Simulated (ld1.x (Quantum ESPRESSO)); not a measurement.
# Cutoff test, tellurium, PAW

Te, PAW, made with ld1.x (Quantum ESPRESSO) 7.5 (LDA (PZ), scalar-relativistic). Core [Ar] 3d10, reference 4s2 4p6 4d10 5s2 5p4. Waves: 4s (bound): rcut 1.20, rcutus 1.30 bohr; 5s (bound): rcut 1.20, rcutus 1.30 bohr; 4p (bound): rcut 1.30, rcutus 1.65 bohr; 5p (bound): rcut 1.30, rcutus 1.65 bohr; 4d (bound): rcut 1.05, rcutus 1.15 bohr; 4d channel at -2.65 Ry: rcut 1.05, rcutus 1.15 bohr; 4f channel at -0.15 Ry: rcut 1.20, rcutus 1.30 bohr; 4f channel at 2 Ry: rcut 1.20, rcutus 1.30 bohr. Local part: all-electron potential smoothed inside 1.30 bohr (lloc = -2). Core correction: a·sin(br)/r model core inside 1.00 bohr. Augmentation charge: BG, radius 1.15 bohr.

The pseudo-atom Hamiltonian at the reference potential is diagonalised in spherical Bessel functions j_l(qr) that vanish at 20 bohr, with q² up to the cutoff. All-electron valence levels (Ry): 4s -12.0532, 5s -1.1290, 4p -8.3930, 5p -0.4496, 4d -3.0646.

Q: How do the lowest levels (Ry) of each channel move with the cutoff, and are there ghosts?

A:

```
cutoff (Ry)      s #1     s #2     p #1     p #2     d #1    f #1    f #2  Σ f·Δε (mRy)
          8  -10.4108  -0.6666  -3.0211  -0.1940  -0.1127  0.1140  0.2389       66980.6
         21  -11.9717  -1.0117  -8.3029  -0.4480  -0.9720  0.1140  0.2389       21869.0
         45  -12.0520  -1.1165  -8.3925  -0.4493  -2.5267  0.1139  0.2388        5409.4
         80  -12.0531  -1.1283  -8.3930  -0.4493  -3.0623  0.1139  0.2388          23.9
        140  -12.0532  -1.1286  -8.3930  -0.4493  -3.0644  0.1139  0.2388           1.7
        260  -12.0532  -1.1287  -8.3930  -0.4494  -3.0646  0.1139  0.2388           0.2
        400  -12.0532  -1.1287  -8.3930  -0.4494  -3.0646  0.1139  0.2388           0.0
```

Result: no extra level below or beside the all-electron valence levels (s, p, d, f tested); 10 mRy is reached at 120 Ry and 1 mRy at 200 Ry.
